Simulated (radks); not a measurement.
The numbers below are computed, except where a source is named.
I, configuration [Kr] 4d10 5s1.75 5p5 6p0.25 (fractional occupations, a model configuration). Code: a radial shooting solver on a logarithmic mesh with Libxc functionals. Model: scalar-relativistic Kohn-Sham, PBEsol, spin-unpolarised, spherical densities, finite nucleus; Fermi nuclear charge, rms radius 4.75 fm.

Normalised radial functions P(r) = r R(r), r in bohr:

```
   r/bohr * 6p (the largest magnitude, 0.298, reaches the edge; | marks zero)
   0.0031                             *
 0.005173                             *
 0.008633                             *
  0.01429                             *
  0.02384                             |*
  0.03979                             |*
  0.06586                             | *
   0.1099                             *
   0.1819                           * |
   0.3035                            *|
   0.5065                             |  *
   0.8384                             | *
    1.399                       *     |
    2.316                        *    |
    3.864                             |     *
    6.448                             |                 *
    10.67                             |                          *
    17.81                             |                 *
    29.72                             |  *
```

6p: eigenvalue -0.496 eV, 4 radial nodes at r = 0.119, 0.361, 0.947, 3.08 bohr, <r> = 12.8 bohr, 90 % of the charge inside 18.8 bohr.
